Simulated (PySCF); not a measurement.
**[SmBr2]+ at several levels of theory**

Computed with PySCF 2.14.0 (density fitting, no spin-orbit coupling) at the geometry relaxed with PBE0:

```xyz
3
[SmBr2]+ (singlet in the valence; each metal's 4f electrons, 5 of them, lie in its core potential, out of spins and levels)
Sm    0.0000    0.0000   -0.8166
Br    2.0865    0.0000    0.6785
Br   -2.0865    0.0000    0.6785
```

| level | basis | state | HOMO (eV) | gap (eV) | charge on Sm1 (e) | population of f-type functions on Sm1 (polarisation alone where 4f lies in the core) | dipole about the centre of mass (D) | largest force component (eV/Å) |
| --- | --- | --- | --- | --- | --- | --- | --- | --- |
| PBE0 | Sm lcecp-1-SVP with ECP51, Br def2-SVP | singlet | -12.84 | 5.11 | 1.28 | 0.04 | 7.61 | 0.01 |
| B3LYP | the same | singlet | -12.54 | 4.49 | 1.22 | 0.04 | 7.44 | 0.34 |
| PBE0 | Sm lcecp-1-TZVP with ECP51, Br def2-TZVP | singlet | -12.79 | 5.15 | 1.54 | 0.05 | 7.49 | 0.06 |

In the lcecp rows the 4f levels are missing from HOMO and gap, and the state counts the valence alone.

Charges are Mulliken's, which hang on the basis. The relaxation used the grid (50, 194), these runs (75, 302) or, all-electron (x2c bases, spin-free X2C Hamiltonian), (99, 590).

Task: What does TPSS with Sm lcecp-1-SVP with ECP51, Br def2-SVP give here?

Result: state singlet, HOMO (eV) -11.76, gap (eV) 3.51, charge on Sm1 (e) 1.25, population of f-type functions on Sm1 (polarisation alone where 4f lies in the core) 0.04, dipole about the centre of mass (D) 7.33, largest force component (eV/Å) 0.35. Time: 5.4 s on 2 threads of Arm Neoverse V2, with other jobs on the host, from an already converged density.

In the first row's basis the gap widens with exact exchange: 3.5 eV for TPSS (none); 4.5 to 5.1 eV for B3LYP, PBE0 (a fixed share).

An lcecp potential fixes the number of 4f electrons, so in runs with it no electron can move into or out of that shell.
